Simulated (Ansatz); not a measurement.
A nudged elastic band was laid between two geometries of AlH3Se (5 atoms, charge 0, multiplicity 1).

Computed with Ansatz 0.2.0, RKS PBE-D4/def2-SVP.

```json
{
 "movable images": "5",
 "climbing image": "yes",
 "spring": "5.0 eV/Å²",
 "optimiser": "quadratic models (default)",
 "start path": "IDPP",
 "force threshold": "0.03 eV/Å",
 "iteration limit": "60",
 "end points": "relaxed"
}
```

First end point:

```xyz
5
Properties=species:S:1:pos:R:3
Al -0.439 -0.536 0.167
Se 0.870 1.358 0.527
H -1.242 -1.078 1.433
H -0.478 -1.193 -1.287
H 1.339 1.375 -0.883
```

Last end point:

```xyz
5
Properties=species:S:1:pos:R:3
Al -0.358 -0.586 -0.212
Se 1.104 1.210 -0.474
H -1.019 -0.853 1.215
H -0.617 -1.469 -1.514
H 0.939 1.624 0.944
```

Problem. Which bonds break or form, and what moves?

Solution. No bond is made or broken. The dihedral H4–Al1–Se2–H5 goes from 0 to 179°. The two ends are copies of one structure, up to a mirror image or an exchange of like atoms.

Problem. What energy profile does the band end with?

Solution. The forces met the threshold. The highest image is number 3 of 0 to 6, 34.1 kJ/mol above the ends, which have the same energy within 2 meV. A vibrational analysis at the climbing image gives one clearly imaginary mode, 388i cm⁻¹: a first-order saddle point.

```json
{"image": "0", "path coordinate (Å)": "0.00", "energy (kJ/mol)": "0.0", "dihedral H4–Al1–Se2–H5 (°)": "0"}
{"image": "1", "path coordinate (Å)": "0.50", "energy (kJ/mol)": "8.3", "dihedral H4–Al1–Se2–H5 (°)": "30"}
{"image": "2", "path coordinate (Å)": "0.99", "energy (kJ/mol)": "25.3", "dihedral H4–Al1–Se2–H5 (°)": "61"}
{"image": "3", "path coordinate (Å)": "1.49", "energy (kJ/mol)": "34.1", "dihedral H4–Al1–Se2–H5 (°)": "90"}
{"image": "4", "path coordinate (Å)": "1.98", "energy (kJ/mol)": "25.5", "dihedral H4–Al1–Se2–H5 (°)": "120"}
{"image": "5", "path coordinate (Å)": "2.47", "energy (kJ/mol)": "8.7", "dihedral H4–Al1–Se2–H5 (°)": "149"}
{"image": "6", "path coordinate (Å)": "2.96", "energy (kJ/mol)": "0.0", "dihedral H4–Al1–Se2–H5 (°)": "179"}
```

Problem. What is the geometry of the highest image?

Solution. 
```xyz
5
Properties=species:S:1:pos:R:3
Al -0.304 -0.611 0.099
Se 1.432 0.976 0.405
H -1.582 -0.586 1.060
H -0.186 -1.704 -1.062
H 0.690 1.851 -0.545
```

Problem. What are the harmonic wavenumbers there?

Solution. 388i, 357, 424, 472, 611, 779, 1873, 1886, 2334 cm⁻¹.

Time of the run: 32 s on 1 thread of Arm Neoverse V2, on a shared host, peak memory 0.11 GiB.
